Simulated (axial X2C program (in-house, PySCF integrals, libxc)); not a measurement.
**Nuclear properties of RuOH**

Computed with an in-house all-electron X2C program for linear molecules (integrals from PySCF): two-component X2C with atomic mean-field Coulomb and Gaunt terms, Gaussian nuclei, basis Ru dyall-v3z, O dyall-av3z, H dyall-v3z with contracted cores.

Ru–O–H held linear, with bonds 1.865 and 0.954 Å (near the PBE0 minimum at charge 0 of the determinant lowest at the starting distance; the state shown can have its own minimum elsewhere, held linear; other orders of the atoms were not compared).

Determinant lowest in the PBE0 search, Ω = 7/2 (⟨Sz⟩ = 1.49, ⟨Lz⟩ = 2.01 at PBE0), spin on the atoms Ru 1.38, O 0.11, H 0.00:

| level | Eeff magnitude (GV/cm) | Ws magnitude Ru (kHz) | A∥/gI Ru (MHz) | qzz Ru (a.u.) | A∥/gI O (MHz) | qzz O (a.u.) | A∥/gI H (MHz) | qzz H (a.u.) | μ (D) |
| --- | --- | --- | --- | --- | --- | --- | --- | --- | --- |
| PBE0 | 2.5 | 0.259 | -13.6 | -0.41 | 1.88 | 1.48 | 1.21 | 0.51 | -2.27 |
| HF | 7.55 | 0.931 | -529 | -0.65 | 16.3 | 1.54 | 2.34 | 0.51 | -1.50 |
| r2SCAN | 1.99 | 0.188 | 36.7 | -0.23 | 3.1 | 1.50 | 1.04 | 0.51 | -1.93 |

Eeff is the effective electric field on the electron electric dipole moment in this Ω state and Ws the scalar–pseudoscalar constant of the nucleus named (defined with the proton number Z and per Ω); A∥ (defined per Ω) follows by multiplying with gI = μI/(I μN); qzz is the electric field gradient, eQq0 = 234.96 MHz × Q/barn × qzz; μ is positive if the H end (last atom) is positive. The operators were transformed with the bare-nucleus X2C matrices; with these basis sets, hyperfine constants and field gradients can be off by tens of per cent, and where levels differ in sign neither size nor sign is settled.

(1) With Q(17O) = -0.02558 barn (Q from Pyykkö, Mol. Phys. 2018), turn the PBE0 values of the first state into constants in MHz.

The molecule was held linear; bending was not examined, so a bent shape may lie lower.

Each state is one determinant with collinear spin, which with several unpaired electrons need not be a pure state. Unrestricted Hartree–Fock can overshoot spin polarisation at the nuclei. With several open shells hyperfine constants can be off by a factor of several. Where Eeff spreads by more than a factor of two the levels disagree and none is to be relied on. At HF a later determinant lies lower. States lie within half an eV, so the first need not be the ground state. Further determinants of the search, some of them spin-mixed, are not shown. Where a field gradient or hyperfine factor spreads by more than a factor of two over the levels, a constant derived from it is not to be relied on.

## Answers

(1) eQq0(17O) = 234.96 × (-0.02558) × (1.48) = -8.9 MHz.
